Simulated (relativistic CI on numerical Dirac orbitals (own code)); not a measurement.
**Calculated levels, Cs27+**

Method of calculation: Dirac-Coulomb-Breit CI, separate exchange-only KLI orbitals for each configuration, QED by a radiative potential, unscaled Slater integrals (own radial code, finite nucleus).

Configurations in the expansion (outside the closed core [Ne]): 3s2 3p6 3d10, 3s2 3p6 3d9 4s, 3s2 3p6 3d9 4p, 3s2 3p6 3d9 4d, 3s2 3p6 3d9 4f, 3s2 3p5 3d10 4s, 3s2 3p6 3d8 4s2, 3s2 3p5 3d10 4p, 3s2 3p6 3d8 4s 4p, 3s2 3p6 3d9 5s, 3s2 3p6 3d8 4p2, 3s2 3p6 3d9 5p, 3s2 3p5 3d10 4d, 3s2 3p6 3d8 4s 4d, 3s 3p6 3d10 4s, 3s2 3p6 3d9 5d. Levels of other configurations are missing.

```csv
No.,Configuration,Term,J,E (eV),%,Next component (%),Landé g
1,3s2 3p6 3d10,1S,0,0.000,100,,
2,3s2 3p6 3d9 4s,3D,3,629.077,100,,1.329
3,3s2 3p6 3d9 4s,1D,2,630.230,53,47 3D,1.073
4,3s2 3p6 3d9 4s,3D,1,643.933,100,,0.493
5,3s2 3p6 3d9 4s,3D,2,644.787,53,47 1D,1.084
6,3s2 3p6 3d9 4p,3P°,2,683.831,61,27 3D°,1.337
7,3s2 3p6 3d9 4p,3F°,3,684.849,48,34 1F°,1.096
8,3s2 3p6 3d9 4p,3F°,2,698.902,82,9 1D°,0.750
9,3s2 3p6 3d9 4p,3D°,1,700.612,47,40 3P°,0.963
10,3s2 3p6 3d9 4p,3F°,4,704.611,100,,1.247
11,3s2 3p6 3d9 4p,1D°,2,706.214,58,29 3P°,1.162
12,3s2 3p6 3d9 4p,1P°,1,706.830,75,24 3P°,1.116
13,3s2 3p6 3d9 4p,3D°,3,707.885,73,26 1F°,1.242
14,3s2 3p6 3d9 4p,3P°,0,717.213,100,,
15,3s2 3p6 3d9 4p,3F°,3,720.460,51,41 1F°,1.067
16,3s2 3p6 3d9 4p,3D°,1,720.617,53,35 3P°,0.904
17,3s2 3p6 3d9 4p,3D°,2,722.243,56,24 1D°,1.066
18,3s2 3p6 3d9 4d,3S,1,789.874,67,30 3P,1.803
19,3s2 3p6 3d9 4d,3G,4,793.822,54,41 1G,1.035
20,3s2 3p6 3d9 4d,3D,2,794.384,47,43 3P,1.270
21,3s2 3p6 3d9 4d,3F,3,795.875,44,33 3D,1.119
22,3s2 3p6 3d9 4d,1P,1,796.528,55,24 3D,1.027
23,3s2 3p6 3d9 4d,3G,5,797.198,100,,1.197
24,3s2 3p6 3d9 4d,3D,3,799.481,51,39 1F,1.151
25,3s2 3p6 3d9 4d,1D,2,800.175,45,34 3P,1.134
26,3s2 3p6 3d9 4d,3F,4,800.623,81,18 1G,1.199
27,3s2 3p6 3d9 4d,3P,0,803.159,98,2 1S,
28,3s2 3p6 3d9 4d,1P,1,807.865,45,34 3D,0.994
29,3s2 3p6 3d9 4d,3G,3,808.426,80,18 1F,0.798
30,3s2 3p6 3d9 4d,3P,1,811.365,49,39 3D,1.164
31,3s2 3p6 3d9 4d,3F,2,811.838,62,35 1D,0.805
32,3s2 3p6 3d9 4d,3G,4,813.093,45,41 1G,1.055
33,3s2 3p6 3d9 4d,3D,2,814.086,46,19 3P,1.110
34,3s2 3p6 3d9 4d,3F,3,815.274,52,30 1F,1.084
35,3s2 3p6 3d9 4d,1S,0,841.011,96,2 3P,
36,3s2 3p6 3d9 4f,3P°,0,887.124,100,,
37,3s2 3p6 3d9 4f,3P°,1,888.307,85,14 3D°,1.355
38,3s2 3p6 3d9 4f,3P°,2,890.224,56,30 3D°,1.336
39,3s2 3p6 3d9 4f,3H°,6,891.098,100,,1.164
40,3s2 3p6 3d9 4f,3H°,5,891.251,55,43 1H°,1.018
41,3s2 3p6 3d9 4f,1D°,2,892.798,42,37 3F°,0.909
42,3s2 3p6 3d9 4f,3F°,3,893.019,48,46 3D°,1.179
43,3s2 3p6 3d9 4f,3F°,4,893.859,59,35 3G°,1.153
44,3s2 3p6 3d9 4f,1G°,4,894.373,52,20 3F°,1.022
45,3s2 3p6 3d9 4f,3G°,5,895.004,80,15 1H°,1.159
```

Energies count from the lowest computed level; ° marks odd parity.

The mean weight of the leading LS term, summed over parents, in these 45 levels is 67 %, and that of the leading jj configuration (from the same eigenvectors) 91 %, so jj coupling describes them better and the LS labels are nominal.

At this charge energies of transitions that change n are usually good to better than 1 %, and those within a shell (Δn = 0) to a few per cent.

LS names give the leading component of a level, which can be under half, so a name can repeat, a term be missing and a line seem to break the LS rules.
